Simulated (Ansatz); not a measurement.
Harmonic frequencies (cm⁻¹) at PBE0-D4/def2-TZVP from Ansatz: 597, 621, 796, 868, 1412, 1925.

Problem. Which molecule is it?
A. `O=[N+]([O-])F`
B. `BrC(Br)Br`
C. `O=[Se](Cl)Cl`
D. `O=[N+]([O-])[O-]`

Solution. A.
